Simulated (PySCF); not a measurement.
Species: C6H8Cl (charge +1).
Z-matrix (Å and degrees, GFN2-xTB geometry), rows numbered from 1:
```
C 
C   1  1.4594
C   2  1.3846  1  126.01
C   3  1.3881  2  109.99  1   178.45
Cl  4  1.6606  3  125.84  2   179.85
C   4  1.4819  3  110.77  2    -0.05
C   2  1.4791  1  123.78  3   178.82
H   1  1.0951  2  108.69  3   -86.27
H   1  1.0884  2  111.63  3    30.57
H   1  1.0877  2  112.28  3   155.65
H   3  1.0754  2  125.17  1    -1.56
H   6  1.0929  4  111.03  3   122.24
H   6  1.0931  4  110.78  3  -120.73
H   7  1.0935  2  110.90  1   -55.96
H   7  1.0935  2  110.46  1    60.55
```

Computed at PBE0/pcSseg-1 (PySCF, non-relativistic), with Q(35Cl) = −0.0817 b: Cl5, 35Cl (I = 3/2): χzz = -71.97 MHz, η = 0.518.

Where would the pure quadrupole (NQR) lines of 35Cl at Cl5 fall for the rigid, isolated species?

From ν = (|χ|/2)√(1 + η²/3): ν = 37.56 MHz (vinyl chlorine). For 37Cl the ratio of quadrupole moments, 0.7881, gives 29.60 MHz.

In a crystal, neighbours and librations shift these lines. GFN2-xTB bond lengths can be off by several hundredths of an ångström, more for odd bonds, and the gradients follow them. These gradients aren't converged with respect to the basis.
